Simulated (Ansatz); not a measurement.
C$_{2}$H$_{3}$ClTe (`C=C(Cl)[TeH]`), relaxed with RKS PBE0-D4/def2-TZVP in the Gaussian-basis code of Ansatz from a PBE-D4/def2-SVP geometry. The force threshold is 0.005 eV/Å; the program also tests the step.

Total charge 0; spin multiplicity 1. Te: def2 effective core potential.

Start:

```xyz
7

C     0.940    0.163    0.807
C    -0.155    0.244    0.028
Cl   -1.543    1.186    0.502
Te   -0.226   -0.663   -1.913
H     1.006    0.727    1.750
H     1.788   -0.473    0.513
H    -1.809   -1.185   -1.688
```

(1) By how much does the energy fall, and how many steps does the optimiser take? (An estimate is asked.)

(2) Which bonds change most? (Estimate.)

(3) Give the relaxed structure. (Best estimate.)

Results:

(1) Computed: 0.05 eV, in 7 steps.

(2) Ansatz gave: C2–Te4 from 2.144 to 2.104 Å; Te4–H7 from 1.682 to 1.658 Å; C1–C2 from 1.346 to 1.325 Å; C1–H5 from 1.101 to 1.084 Å.

(3) Computed: 
```xyz
7

C     0.923    0.160    0.794
C    -0.152    0.243    0.024
Cl   -1.517    1.185    0.502
Te   -0.226   -0.645   -1.882
H     0.992    0.709    1.726
H     1.758   -0.466    0.505
H    -1.778   -1.187   -1.669
```
